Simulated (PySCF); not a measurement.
PySCF job for Be(SiH3)(GeH3) (BeGeH6Si), SMILES [SiH3][Be][GeH3], TDDFT-ωB97X/def2-SVPD. Geometry: PBE0-D3(BJ)/def2-SVP.

```python
import numpy as np
from pyscf import gto, scf, dft, tdscf

mol = gto.M(
    atom='''
    Be    0.00000000   -0.00000000   -0.71775951
    Si   -0.00000000    0.00000000   -2.91304781
    H     0.57968197    1.26497586   -3.47498108
    H    -1.38534221   -0.13046862   -3.47498108
    H     0.80566025   -1.13450724   -3.47498108
    Ge    0.00000000    0.00000000    1.49400497
    H     1.19944164    0.77121687    2.09016384
    H    -1.26761423    0.65313850    2.09016384
    H     0.06817257   -1.42435538    2.09016384
    ''',
    basis='def2-SVPD',
    charge=0,
    spin=0,
    symmetry=True,
    max_memory=1600,
    verbose=4,
)
mf = dft.RKS(mol, xc='wb97x').density_fit(auxbasis='def2-universal-jkfit')
mf.grids.level = 3
mf.conv_tol = 1e-9
mf.max_cycle = 100
mf.kernel()
mf.grids = dft.Grids(mol).set(level=1).build(with_non0tab=True)  # coarser grid for the response kernel
td = tdscf.TDDFT(mf)
td.singlet = True
td.nstates = 10
td.conv_tol = 1e-4
td.kernel(x0=td.get_init_guess(mf, 15))
td.analyze()
tt = tdscf.TDA(mf)
tt.singlet = False
tt.nstates = 4
tt.conv_tol = 1e-4
tt.kernel(x0=tt.get_init_guess(mf, 9))
tt.analyze(verbose=3)
```

Output:

```
PySCF version 2.14.0

[INPUT] verbose = 4
[INPUT] num. atoms = 9
[INPUT] num. electrons = 56
[INPUT] charge = 0
[INPUT] spin (= nelec alpha-beta = 2S) = 0
[INPUT] symmetry True subgroup None
[INPUT] Mole.unit = angstrom
[INPUT] Symbol           X                Y                Z      unit          X                Y                Z       unit  Magmom
[INPUT]  1 Be     0.000000000000   0.000000000000  -0.717759510000 AA    0.000000000000   0.000000000000  -1.356368897202 Bohr   0.0
[INPUT]  2 Si     0.000000000000   0.000000000000  -2.913047810000 AA    0.000000000000   0.000000000000  -5.504862548664 Bohr   0.0
[INPUT]  3 H      0.579681970000   1.264975860000  -3.474981080000 AA    1.095440162648   2.390457929586  -6.566762529245 Bohr   0.0
[INPUT]  4 H     -1.385342210000  -0.130468620000  -3.474981080000 AA   -2.617917365700  -0.246549959650  -6.566762529245 Bohr   0.0
[INPUT]  5 H      0.805660250000  -1.134507240000  -3.474981080000 AA    1.522477221949  -2.143907969936  -6.566762529245 Bohr   0.0
[INPUT]  6 Ge     0.000000000000   0.000000000000   1.494004970000 AA    0.000000000000   0.000000000000   2.823260222039 Bohr   0.0
[INPUT]  7 H      1.199441640000   0.771216870000   2.090163840000 AA    2.266616201999   1.457388666944   3.949837213069 Bohr   0.0
[INPUT]  8 H     -1.267614230000   0.653138500000   2.090163840000 AA   -2.395443726301   1.234252886409   3.949837213069 Bohr   0.0
[INPUT]  9 H      0.068172570000  -1.424355380000   2.090163840000 AA    0.128827486508  -2.691641572251   3.949837213069 Bohr   0.0

nuclear repulsion = 165.894744852121
point group symmetry = C3, use subgroup C1
symmetry origin: [-3.37451086e-10 -3.37451091e-10 -2.02470624e-09]
symmetry axis x: [ 9.97290154e-01 -7.35686619e-02  3.17431208e-10]
symmetry axis y: [7.35686619e-02 9.97290154e-01 1.12349146e-10]
symmetry axis z: [-3.24836393e-10 -8.86919442e-11  1.00000000e+00]
num. orbitals of irrep A = 122
number of shells = 54
number of NR pGTOs = 204
number of NR cGTOs = 122
basis = def2-SVPD
ecp = {}


[settings echo left out]
init E= -2383.64703188427
  HOMO = -0.246494150179849  LUMO = -0.0237623422385891  gap/eV = 6.06084
cycle= 1 E= -2384.45646180654  delta_E= -0.809  |g|= 0.357  |ddm|=  2.9
  HOMO = -0.376198799515893  LUMO = -0.0160256376257763  gap/eV = 9.80081
cycle= 2 E= -2384.47799851859  delta_E= -0.0215  |g|= 0.296  |ddm|= 0.754
  HOMO = -0.361076691119942  LUMO = -0.00182917184858625  gap/eV = 9.77562
cycle= 3 E= -2384.48679434665  delta_E= -0.0088  |g|= 0.034  |ddm|= 0.277
  HOMO = -0.356054600660536  LUMO = 0.00737679970572798  gap/eV = 9.88947
cycle= 4 E= -2384.48748702727  delta_E= -0.000693  |g|= 0.00751  |ddm|= 0.161
  HOMO = -0.359725867689763  LUMO = 0.0048074494995394  gap/eV = 9.91946
cycle= 5 E= -2384.48752011392  delta_E= -3.31e-05  |g|= 0.00093  |ddm|= 0.0295
  HOMO = -0.359856657127613  LUMO = 0.00469015261696199  gap/eV = 9.91982
cycle= 6 E= -2384.48752092197  delta_E= -8.08e-07  |g|= 0.000198  |ddm|= 0.0053
  HOMO = -0.359849540644369  LUMO = 0.00471910895186621  gap/eV = 9.92042
cycle= 7 E= -2384.48752095437  delta_E= -3.24e-08  |g|= 5.01e-05  |ddm|= 0.00111
  HOMO = -0.359855198332779  LUMO = 0.00471797627597029  gap/eV = 9.92054
cycle= 8 E= -2384.48752095634  delta_E= -1.96e-09  |g|= 1.02e-05  |ddm|= 0.000296
  HOMO = -0.359854950971615  LUMO = 0.00471780497632253  gap/eV = 9.92053
cycle= 9 E= -2384.48752095643  delta_E= -9.64e-11  |g|= 1.78e-06  |ddm|= 4.72e-05
  HOMO = -0.359855017537737  LUMO = 0.00471752342089461  gap/eV = 9.92052
Extra cycle  E= -2384.48752095643  delta_E= 5e-12  |g|= 6.72e-07  |ddm|= 8.46e-06
converged SCF energy = -2384.48752095643
tot grids = 33744


******** <class 'pyscf.tdscf.rks.TDDFT'> for <class 'pyscf.df.df_jk.DFRKS'> ********
nstates = 10 singlet
deg_eia_thresh = 1.000e-03
wfnsym = None
conv_tol = 0.0001
eigh lindep = 1e-12
eigh level_shift = 0
eigh max_cycle = 100


Excitation energies (eV)
[4.48636993 4.48640803 6.62156742 6.62159391 7.00878705 7.28908546
 7.44388526 7.44394886 7.46383973 7.65799246]

** Singlet excitation energies and oscillator strengths **
Excited State   1:    A      4.48637 eV    276.36 nm  f=0.0000
      28 -> 29       -0.25629
      28 -> 30        0.64124
Excited State   2:    A      4.48641 eV    276.36 nm  f=0.0000
      28 -> 29        0.64124
      28 -> 30        0.25629
Excited State   3:    A      6.62157 eV    187.24 nm  f=0.1197
      27 -> 29       -0.21515
      27 -> 30        0.64932
Excited State   4:    A      6.62159 eV    187.24 nm  f=0.1196
      27 -> 29        0.64932
      27 -> 30        0.21515
Excited State   5:    A      7.00879 eV    176.90 nm  f=0.4736
      27 -> 32        0.13890
      28 -> 31        0.66711
Excited State   6:    A      7.28909 eV    170.10 nm  f=0.0000
      25 -> 29        0.41339
      25 -> 30       -0.24000
      25 -> 36       -0.10517
      26 -> 29       -0.23996
      26 -> 30       -0.41381
      26 -> 35       -0.10518
Excited State   7:    A      7.44389 eV    166.56 nm  f=0.0139
      25 -> 29       -0.47637
      26 -> 30       -0.47607
Excited State   8:    A      7.44395 eV    166.56 nm  f=0.0139
      25 -> 30       -0.47616
      26 -> 29        0.47626
Excited State   9:    A      7.46384 eV    166.11 nm  f=0.0000
      23 -> 29       -0.42600
      23 -> 30       -0.20911
      23 -> 35        0.11864
      24 -> 29        0.20906
      24 -> 30       -0.42612
      24 -> 36        0.11865
Excited State  10:    A      7.65799 eV    161.90 nm  f=0.0147
      23 -> 29       -0.35932
      23 -> 30       -0.30669
      24 -> 29       -0.30668
      24 -> 30        0.35928
      28 -> 36        0.10431

** Transition electric dipole moments (AU) **
state          X           Y           Z        Dip. S.      Osc.
  1         0.0007      0.0048     -0.0001      0.0000      0.0000
  2         0.0048     -0.0007     -0.0001      0.0000      0.0000
  3        -0.1491     -0.8458      0.0001      0.7376      0.1197
  4        -0.8457      0.1492     -0.0002      0.7375      0.1196
  5         0.0001      0.0001     -1.6608      2.7584      0.4736
  6         0.0001      0.0001      0.0135      0.0002      0.0000
  7        -0.0367     -0.2741      0.0004      0.0765      0.0139
  8        -0.2740      0.0368      0.0001      0.0764      0.0139
  9        -0.0000     -0.0001     -0.0104      0.0001      0.0000
 10        -0.0144     -0.2800      0.0000      0.0786      0.0147

** Transition velocity dipole moments (imaginary part, AU) **
state          X           Y           Z        Dip. S.      Osc.
  1         0.0001      0.0006     -0.0000      0.0000      0.0000
  2         0.0006     -0.0001     -0.0000      0.0000      0.0000
  3        -0.0354     -0.2011      0.0000      0.0417      0.1142
  4        -0.2011      0.0354     -0.0001      0.0417      0.1142
  5         0.0000      0.0000     -0.4297      0.1847      0.4780
  6         0.0000      0.0000      0.0036      0.0000      0.0000
  7        -0.0105     -0.0744      0.0001      0.0056      0.0138
  8        -0.0744      0.0106      0.0000      0.0056      0.0138
  9        -0.0000     -0.0000     -0.0029      0.0000      0.0000
 10        -0.0037     -0.0818      0.0000      0.0067      0.0159

** Transition magnetic dipole moments (imaginary part, AU) **
state          X           Y           Z
  1         1.0620     -0.1219      0.0000
  2        -0.1220     -1.0621     -0.0000
  3         0.2441     -0.0412     -0.0002
  4        -0.0411     -0.2439     -0.0000
  5         0.0000     -0.0000     -0.0018
  6         0.0003     -0.0001     -0.5440
  7        -0.0105     -0.0547      0.0000
  8        -0.0546      0.0105      0.0000
  9         0.0000     -0.0001      0.8105
 10         0.2949      0.0111      0.0000


******** <class 'pyscf.tdscf.rks.TDA'> for <class 'pyscf.df.df_jk.DFRKS'> ********
nstates = 4 triplet
deg_eia_thresh = 1.000e-03
wfnsym = None
conv_tol = 0.0001
eigh lindep = 1e-12
eigh level_shift = 0
eigh max_cycle = 100


Excitation energies (eV)
[3.91393282 3.91398906 5.18741287 5.18747432]

** Triplet excitation energies and oscillator strengths **
Excited State   1:    A      3.91393 eV    316.78 nm  f=0.0000
Excited State   2:    A      3.91399 eV    316.77 nm  f=0.0000
Excited State   3:    A      5.18741 eV    239.01 nm  f=0.0000
Excited State   4:    A      5.18747 eV    239.01 nm  f=0.0000
```

The run crashed.
